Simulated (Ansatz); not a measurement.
Geometry optimisation, RHF/def2-SVP in Ansatz 0.2.0.

Input:

```yaml
crystal:
  periodic: [false, false, false]
  atoms:
    - { symbol: Sn, position_ang: [0.0, 0.0, 0.0] }
    - { symbol: H, position_ang: [0.0, 0.0, 1.74] }
    - { symbol: H, position_ang: [1.6408, 0.0, -0.5794] }
    - { symbol: C, position_ang: [-1.0126, 1.7544, -0.716] }
    - { symbol: H, position_ang: [-2.0653, 1.5008, -0.9603] }
    - { symbol: H, position_ang: [-0.9943, 2.5391, 0.069] }
    - { symbol: H, position_ang: [-0.5023, 2.131, -1.6269] }
    - { symbol: C, position_ang: [-1.0126, -1.7544, -0.716] }
    - { symbol: H, position_ang: [-1.5123, -2.2661, 0.1329] }
    - { symbol: H, position_ang: [-1.7727, -1.4617, -1.4701] }
    - { symbol: H, position_ang: [-0.2768, -2.4431, -1.1811] }
basis:
  gaussian: { orbitals: def2-SVP }
hamiltonian:
  xc: hf
relax:
  f_tol: 0.02
  max_steps: 40
output:
  orbitals: {}
```

Run as:

```bash
$ ansatz run input.yaml --threads 1 --pin off --max-ram 2048MiB --backend cpu --events-out ev --progress --plain --runs-dir out
```

Task: Where does it end, and by what steps?

Result: It converged. The force dipped under the threshold on the way, but the program's further checks kept it going. After 14 steps the energy has fallen by 0.111 eV; H10 moved furthest, 0.92 Å.

| step | energy less start (eV) | largest force component (eV/Å) | accepted |
| --- | --- | --- | --- |
| 0 | 0.0000 | 0.631 | yes |
| 1 | -0.0426 | 0.325 | yes |
| 2 | -0.0694 | 0.322 | yes |
| 3 | -0.0861 | 0.038 | yes |
| 4 | -0.0862 | 0.141 | yes |
| 5 | -0.0914 | 0.300 | yes |
| 6 | -0.1048 | 0.023 | yes |
| 7 | -0.1076 | 0.008 | yes |
| 8 | -0.0903 | 0.650 | no |
| 9 | -0.1088 | 0.120 | yes |
| 10 | -0.1083 | 0.118 | no |
| 11 | -0.1100 | 0.025 | yes |
| 12 | -0.1104 | 0.004 | yes |
| 13 | -0.1106 | 0.062 | yes |
| 14 | -0.1108 | 0.010 | yes |

```xyz
11
Properties=species:S:1:pos:R:3
Sn 0.013 0.002 -0.022
H 0.084 -0.089 1.692
H 1.620 0.095 -0.624
C -1.085 1.774 -0.608
H -2.106 1.732 -0.225
H -0.603 2.669 -0.213
H -1.125 1.853 -1.695
C -0.949 -1.775 -0.800
H -1.964 -1.861 -0.409
H -1.000 -1.732 -1.889
H -0.392 -2.668 -0.514
```

Whether the end is a true minimum wasn't checked by a vibrational analysis.

The run took 34 s on 1 thread of Arm Neoverse V2 (shared host), peak memory 0.18 GiB.
